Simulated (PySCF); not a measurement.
Cl2Hg (SMILES [Cl][Hg][Cl]), singlet, at a GFN2-xTB geometry (such geometries of metal compounds can be far from the true shape) (core potentials on Hg); PySCF with CASSCF(4,5)/def2-SVP.

Here is a job for PySCF.
```python
from pyscf import gto, scf, mcscf
import numpy

mol = gto.M(
    atom='''
Hg    0.00000000    0.00000000    0.00000000
Cl   -0.00000000   -0.00000000   -2.30127141
Cl    0.00000000    0.00000000    2.30127141
''',
    basis='def2-svp',
    ecp={'Hg': 'def2-svp'},
    verbose=4,
)

mf = scf.RHF(mol)
mf.kernel()
mc = mcscf.CASSCF(mf, 5, 4)
mc.fix_spin_(ss=0.0)
mc.kernel()
occ = numpy.linalg.eigvalsh(mc.fcisolver.make_rdm1(mc.ci, mc.ncas, mc.nelecas))[::-1]
ss = mc.fcisolver.spin_square(mc.ci, mc.ncas, mc.nelecas)[0]
print('natural occupations', occ.round(4), ' <S^2>', round(ss, 4))
```

What the program printed (banner, timings and long lists left out):

```
PySCF version 2.14.0

[INPUT] verbose = 4
[INPUT] num. atoms = 3
[INPUT] num. electrons = 54
[INPUT] charge = 0
[INPUT] spin (= nelec alpha-beta = 2S) = 0
[INPUT] symmetry False subgroup None
[INPUT] Mole.unit = angstrom
[INPUT] Symbol           X                Y                Z      unit          X                Y                Z       unit  Magmom
[...]
nuclear repulsion = 189.593721326221
number of shells = 28
number of NR pGTOs = 129
number of NR cGTOs = 68
basis = def2-svp
ecp = {'Hg': 'def2-svp'}

******** <class 'pyscf.scf.hf.RHF'> ********
method = RHF
initial guess = minao
damping factor = 0
level_shift factor = 0
DIIS = <class 'pyscf.scf.diis.CDIIS'>
diis_start_cycle = 1
diis_space = 8
diis_damp = 0
SCF conv_tol = 1e-09
SCF conv_tol_grad = None
SCF max_cycles = 50
direct_scf = True
direct_scf_tol = 1e-13
Set gradient conv threshold to 3.16228e-05
Initial guess from minao.
init E= -1059.13605679866
[...]
cycle= 1 E= -1070.88352046935  delta_E= -11.7  |g|= 1.37  |ddm|= 16.5
[...]
cycle= 2 E= -1071.14237285705  delta_E= -0.259  |g|= 0.869  |ddm|=  3.1
[...]
cycle= 3 E= -1071.28879476369  delta_E= -0.146  |g|= 0.0523  |ddm|= 0.922
[...]
cycle= 4 E= -1071.29043957857  delta_E= -0.00164  |g|= 0.017  |ddm|= 0.148
[...]
cycle= 5 E= -1071.290670791  delta_E= -0.000231  |g|= 0.00509  |ddm|= 0.0536
[...]
cycle= 6 E= -1071.29069661672  delta_E= -2.58e-05  |g|= 0.00123  |ddm|= 0.0202
[...]
cycle= 7 E= -1071.29069812257  delta_E= -1.51e-06  |g|= 0.00019  |ddm|= 0.00458
[...]
cycle= 8 E= -1071.29069815077  delta_E= -2.82e-08  |g|= 5.17e-05  |ddm|= 0.000695
[...]
cycle= 9 E= -1071.29069815279  delta_E= -2.01e-09  |g|= 1.5e-05  |ddm|= 0.000208
[...]
cycle= 10 E= -1071.29069815296  delta_E= -1.78e-10  |g|= 2.33e-06  |ddm|= 7.28e-05
[...]
Extra cycle  E= -1071.29069815297  delta_E= -2.27e-12  |g|= 8.93e-07  |ddm|= 4.95e-06
converged SCF energy = -1071.29069815297

******** <class 'pyscf.mcscf.mc1step.CASSCF'> ********
CAS (2e+2e, 5o), ncore = 25, nvir = 38
max_cycle_macro = 50
max_cycle_micro = 4
conv_tol = 1e-07
conv_tol_grad = None
orbital rotation max_stepsize = 0.02
orbital rotation threshold for CI restart = 0.01
augmented hessian ah_max_cycle = 30
augmented hessian ah_conv_tol = 1e-12
augmented hessian ah_linear dependence = 1e-14
augmented hessian ah_level shift = 1e-08
augmented hessian ah_start_tol = 2.5
augmented hessian ah_start_cycle = 3
augmented hessian ah_grad_trust_region = 3
kf_trust_region = 3
kf_interval = 4
ci_response_space = 4
ci_grad_trust_region = 3
with_dep4 0
natorb = False
canonicalization = True
sorting_mo_energy = False
ao2mo_level = 2
internal_rotation = False
******** <class 'pyscf.fci.addons.SpinPenaltyFCISolver'> ********
max. cycles = 50
conv_tol = 1e-08
davidson only = True
linear dependence = 1e-12
level shift = 0.001
max iter space = 12
nroots = 1
pspace_size = 400
spin = None
CASCI E = -1071.29154012686  S^2 = 0.0000000
Set conv_tol_grad to 0.000316228
macro iter   1 ( 21 JK    4 micro), CASSCF E = -1071.29415629567  dE = -2.61616881e-03  S^2 = 0.0000000
               |grad[o]|=0.00405  |grad[c]|=0.00551  |ddm|=0.00344  |maxRot[o]|=0.309
macro iter   2 ( 17 JK    4 micro), CASSCF E = -1071.29487397893  dE = -7.17683268e-04  S^2 = 0.0000000
               |grad[o]|=0.00602  |grad[c]|=0.00727  |ddm|=0.00058  |maxRot[o]|= 0.18
macro iter   3 (  7 JK    2 micro), CASSCF E = -1071.29519764502  dE = -3.23666085e-04  S^2 = 0.0000000
               |grad[o]|=0.00294  |grad[c]|=0.000297  |ddm|=0.000104  |maxRot[o]|=0.0695
macro iter   4 ( 17 JK    4 micro), CASSCF E = -1071.29506825421  dE =  1.29390810e-04  S^2 = 0.0000000
               |grad[o]|=0.00203  |grad[c]|=0.00397  |ddm|=0.000529  |maxRot[o]|=0.138
macro iter   5 ( 21 JK    4 micro), CASSCF E = -1071.29509728995  dE = -2.90357416e-05  S^2 = 0.0000000
               |grad[o]|=0.00147  |grad[c]|=0.000385  |ddm|=4.01e-05  |maxRot[o]|=0.0436
macro iter   6 (  7 JK    2 micro), CASSCF E = -1071.29522786277  dE = -1.30572820e-04  S^2 = 0.0000000
               |grad[o]|=0.00137  |grad[c]|=0.000125  |ddm|=5.09e-05  |maxRot[o]|=0.0383
macro iter   7 (  7 JK    2 micro), CASSCF E = -1071.29537055095  dE = -1.42688180e-04  S^2 = 0.0000000
               |grad[o]|=0.0012  |grad[c]|=0.000308  |ddm|=4.7e-05  |maxRot[o]|=0.0518
macro iter   8 (  7 JK    2 micro), CASSCF E = -1071.29548033567  dE = -1.09784716e-04  S^2 = 0.0000000
               |grad[o]|=0.000873  |grad[c]|=0.00128  |ddm|=9e-05  |maxRot[o]|=0.0602
macro iter   9 (  7 JK    2 micro), CASSCF E = -1071.29552008011  dE = -3.97444396e-05  S^2 = 0.0000000
               |grad[o]|=0.00049  |grad[c]|=0.00138  |ddm|=0.000104  |maxRot[o]|=0.0478
macro iter  10 ( 12 JK    3 micro), CASSCF E = -1071.29549740849  dE =  2.26716152e-05  S^2 = 0.0000000
               |grad[o]|=0.000237  |grad[c]|=0.000977  |ddm|=7.71e-05  |maxRot[o]|=0.041
macro iter  11 ( 21 JK    4 micro), CASSCF E = -1071.29551159103  dE = -1.41825426e-05  S^2 = 0.0000000
               |grad[o]|=0.000465  |grad[c]|=0.00041  |ddm|=1.86e-05  |maxRot[o]|=0.0195
macro iter  12 ( 21 JK    4 micro), CASSCF E = -1071.29555037851  dE = -3.87874768e-05  S^2 = 0.0000000
               |grad[o]|=0.000299  |grad[c]|=0.00286  |ddm|=0.000242  |maxRot[o]|=0.165
macro iter  13 ( 21 JK    4 micro), CASSCF E = -1071.29570263568  dE = -1.52257164e-04  S^2 = 0.0000000
               |grad[o]|=0.000928  |grad[c]|=0.00418  |ddm|=0.00112  |maxRot[o]|=0.0957
macro iter  14 ( 12 JK    3 micro), CASSCF E = -1071.29618523808  dE = -4.82602402e-04  S^2 = 0.0000000
               |grad[o]|=0.00181  |grad[c]|=0.0137  |ddm|=0.0028  |maxRot[o]|=0.128
macro iter  15 (  7 JK    2 micro), CASSCF E = -1071.29658929378  dE = -4.04055700e-04  S^2 = 0.0000000
               |grad[o]|=0.00269  |grad[c]|=0.00462  |ddm|=0.00176  |maxRot[o]|=0.0647
macro iter  16 ( 12 JK    3 micro), CASSCF E = -1071.29777746722  dE = -1.18817344e-03  S^2 = 0.0000000
               |grad[o]|=0.00321  |grad[c]|=0.0204  |ddm|=0.00657  |maxRot[o]|=0.143
macro iter  17 ( 12 JK    3 micro), CASSCF E = -1071.29904440587  dE = -1.26693865e-03  S^2 = 0.0000000
               |grad[o]|=0.00379  |grad[c]|= 0.03  |ddm|=0.0113  |maxRot[o]|=0.0805
macro iter  18 (  7 JK    2 micro), CASSCF E = -1071.30091394244  dE = -1.86953657e-03  S^2 = 0.0000000
               |grad[o]|=0.00494  |grad[c]|=0.0369  |ddm|=0.00432  |maxRot[o]|=0.0692
macro iter  19 (  7 JK    2 micro), CASSCF E = -1071.30395623612  dE = -3.04229368e-03  S^2 = 0.0000000
               |grad[o]|=0.00751  |grad[c]|=0.0274  |ddm|=0.00581  |maxRot[o]|=0.0696
macro iter  20 (  7 JK    2 micro), CASSCF E = -1071.30785208804  dE = -3.89585192e-03  S^2 = 0.0000000
               |grad[o]|=0.0102  |grad[c]|=0.0163  |ddm|=0.00635  |maxRot[o]|=0.0697
macro iter  21 ( 21 JK    4 micro), CASSCF E = -1071.31262663348  dE = -4.77454544e-03  S^2 = 0.0000000
               |grad[o]|=0.0119  |grad[c]|=0.0202  |ddm|=0.00946  |maxRot[o]|=0.122
macro iter  22 ( 21 JK    4 micro), CASSCF E = -1071.31549657984  dE = -2.86994636e-03  S^2 = 0.0000000
               |grad[o]|=0.0123  |grad[c]|=0.0199  |ddm|=0.0114  |maxRot[o]|=0.128
macro iter  23 ( 21 JK    4 micro), CASSCF E = -1071.31650252457  dE = -1.00594473e-03  S^2 = 0.0000000
               |grad[o]|=0.0139  |grad[c]|=0.0183  |ddm|=0.00687  |maxRot[o]|=0.109
macro iter  24 ( 21 JK    4 micro), CASSCF E = -1071.31779103912  dE = -1.28851454e-03  S^2 = 0.0000000
               |grad[o]|=0.015  |grad[c]|=0.0191  |ddm|=0.00404  |maxRot[o]|=0.138
macro iter  25 ( 21 JK    4 micro), CASSCF E = -1071.31911576495  dE = -1.32472583e-03  S^2 = 0.0000000
               |grad[o]|=0.0149  |grad[c]|=0.018  |ddm|=0.00363  |maxRot[o]|=0.142
macro iter  26 ( 21 JK    4 micro), CASSCF E = -1071.32023477510  dE = -1.11901015e-03  S^2 = 0.0000000
               |grad[o]|=0.0146  |grad[c]|=0.0165  |ddm|=0.00381  |maxRot[o]|=0.131
macro iter  27 ( 21 JK    4 micro), CASSCF E = -1071.32075592510  dE = -5.21149998e-04  S^2 = 0.0000000
               |grad[o]|=0.0142  |grad[c]|=0.0152  |ddm|=0.00357  |maxRot[o]|=0.101
macro iter  28 ( 21 JK    4 micro), CASSCF E = -1071.32078920811  dE = -3.32830075e-05  S^2 = 0.0000000
               |grad[o]|=0.0141  |grad[c]|=0.0146  |ddm|=0.00325  |maxRot[o]|=0.0479
macro iter  29 ( 21 JK    4 micro), CASSCF E = -1071.32071514969  dE =  7.40584182e-05  S^2 = 0.0000000
               |grad[o]|=0.0142  |grad[c]|=0.0146  |ddm|=0.00316  |maxRot[o]|=0.0315
macro iter  30 ( 17 JK    4 micro), CASSCF E = -1071.32368922894  dE = -2.97407925e-03  S^2 = 0.0000000
               |grad[o]|=0.0143  |grad[c]|=0.00496  |ddm|=0.00274  |maxRot[o]|=0.0671
macro iter  31 ( 11 JK    3 micro), CASSCF E = -1071.32555369352  dE = -1.86446457e-03  S^2 = 0.0000000
               |grad[o]|=0.0107  |grad[c]|=0.0017  |ddm|=0.00175  |maxRot[o]|=0.0628
macro iter  32 ( 21 JK    4 micro), CASSCF E = -1071.32571540429  dE = -1.61710770e-04  S^2 = 0.0000000
               |grad[o]|=0.00681  |grad[c]|=0.00375  |ddm|=0.000885  |maxRot[o]|=0.0508
macro iter  33 ( 21 JK    4 micro), CASSCF E = -1071.32591858593  dE = -2.03181643e-04  S^2 = 0.0000000
               |grad[o]|=0.00631  |grad[c]|=0.00653  |ddm|=0.00386  |maxRot[o]|=0.0761
macro iter  34 ( 11 JK    3 micro), CASSCF E = -1071.32612711871  dE = -2.08532785e-04  S^2 = 0.0000000
               |grad[o]|=0.00654  |grad[c]|=0.0127  |ddm|=0.00635  |maxRot[o]|=0.0785
macro iter  35 ( 11 JK    3 micro), CASSCF E = -1071.32619922533  dE = -7.21066201e-05  S^2 = 0.0000000
               |grad[o]|=0.00525  |grad[c]|=0.0112  |ddm|=0.00547  |maxRot[o]|=0.0762
macro iter  36 ( 19 JK    4 micro), CASSCF E = -1071.32624219099  dE = -4.29656584e-05  S^2 = 0.0000000
               |grad[o]|=0.00481  |grad[c]|=0.00536  |ddm|=0.00274  |maxRot[o]|=0.0201
macro iter  37 ( 19 JK    4 micro), CASSCF E = -1071.32597303786  dE =  2.69153137e-04  S^2 = 0.0000000
               |grad[o]|=0.00485  |grad[c]|=0.00842  |ddm|=0.00299  |maxRot[o]|=0.0527
macro iter  38 ( 21 JK    4 micro), CASSCF E = -1071.32654640504  dE = -5.73367188e-04  S^2 = 0.0000000
               |grad[o]|=0.00591  |grad[c]|=0.00966  |ddm|=0.00454  |maxRot[o]|=0.0812
macro iter  39 ( 16 JK    4 micro), CASSCF E = -1071.32669452329  dE = -1.48118250e-04  S^2 = 0.0000000
               |grad[o]|=0.00487  |grad[c]|=0.00531  |ddm|=0.00219  |maxRot[o]|=0.0493
macro iter  40 ( 14 JK    4 micro), CASSCF E = -1071.32669974078  dE = -5.21749075e-06  S^2 = 0.0000000
               |grad[o]|=0.00227  |grad[c]|=0.0121  |ddm|=0.0062  |maxRot[o]|=0.0743
macro iter  41 ( 16 JK    4 micro), CASSCF E = -1071.32667118148  dE =  2.85593057e-05  S^2 = 0.0000000
               |grad[o]|=0.00237  |grad[c]|=0.00235  |ddm|=0.00107  |maxRot[o]|=0.0188
macro iter  42 ( 19 JK    4 micro), CASSCF E = -1071.32672123605  dE = -5.00545682e-05  S^2 = 0.0000000
               |grad[o]|=0.00176  |grad[c]|=0.000609  |ddm|=0.000173  |maxRot[o]|=0.0309
macro iter  43 ( 10 JK    3 micro), CASSCF E = -1071.32673140324  dE = -1.01671942e-05  S^2 = 0.0000000
               |grad[o]|=0.000688  |grad[c]|=0.00101  |ddm|=0.000316  |maxRot[o]|=0.0216
macro iter  44 (  4 JK    1 micro), CASSCF E = -1071.32673146328  dE = -6.00439307e-08  S^2 = 0.0000000
               |grad[o]|=7.26e-05  |grad[c]|=0.000136  |ddm|=6.7e-05  |maxRot[o]|=0.000673
1-step CASSCF converged in  44 macro (669 JK 147 micro) steps
CASSCF canonicalization
Density matrix diagonal elements [1.98268313 1.98077043 0.01240166 0.01258744 0.01155734]
CASSCF energy = -1071.32673146328
CASCI E = -1071.32673146328  E(CI) = -4.74242412089461  S^2 = 0.0000000
natural occupations [1.9839 1.9796 0.0175 0.0128 0.0062]  <S^2> 0.0
```
